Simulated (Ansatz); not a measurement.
`[Br][SnH3]` + silanol → `[SiH3][O][SnH3]` + HBr at 700 K and 1 bar (ligand exchange at the Sn–Br bond).

Gas-phase electronic energies from Ansatz, PBE0-D4/def2-TZVP geometries. CCSD(T)/CBS adds triple-zeta CCSD(T) − MP2 to the extrapolated MP2 energy (def2 sets, frozen cores). def2 core potentials past Kr. For Br, Sn outer-core shells are correlated without core-valence functions, which leaves a few kJ/mol of doubt a bond. Scalar relativity is left out up to krypton.

| species | CCSD(T)/CBS energy (Eh) | H − E (kJ/mol) | S (J/(mol·K)) |
| --- | --- | --- | --- |
| `[Br][SnH3]` | -2789.16986 | 98.8 | 350.6 |
| `O[SiH3]` | -366.69042 | 144.6 | 321.6 |
| `[SiH3][O][SnH3]` | -581.91447 | 201.4 | 473.7 |
| HBr | -2573.91920 | 36.5 | 223.7 |

H − E and S are ideal-gas, rigid-rotor, harmonic terms from PBE0-D4/def2-TZVP. 1 Eh = 2625.50 kJ/mol, R = 8.31446 J/(mol·K).

By hand: ΔE, ΔH, ΔS and ΔG.

ΔE = (-581.91447) + (-2573.91920) − (-2789.16986) − (-366.69042) = 0.02661 Eh = 69.9 kJ/mol. Δ(H − E) = 201.4 + 36.5 − 98.8 − 144.6 = -5.5, so ΔH = 64.4 kJ/mol. ΔS = 473.7 + 223.7 − 350.6 − 321.6 = 25.2 J/(mol·K). ΔG = 64.4 − 700 × (25.2)/1000 = 46.8 kJ/mol.

By hand: the equilibrium constant, and the temperature at which ΔG would vanish if ΔH and ΔS stayed fixed.

log₁₀ K = −ΔG/(RT ln 10) = -3.5. ΔG = 0 at ΔH/ΔS = 2556 K, far beyond where these terms or the molecules hold.

ΔH outweighs TΔS. A doubt of 5 kJ/mol in ΔE shifts log₁₀ K by 0.4 here. Modes under 60 cm⁻¹, often nearly free rotors, make the harmonic entropy too high. These are equilibria of isolated gas molecules and say nothing of rates. Largest T1 diagnostic: 0.013 (customary marks: 0.02 for closed shells, 0.045 for open ones).
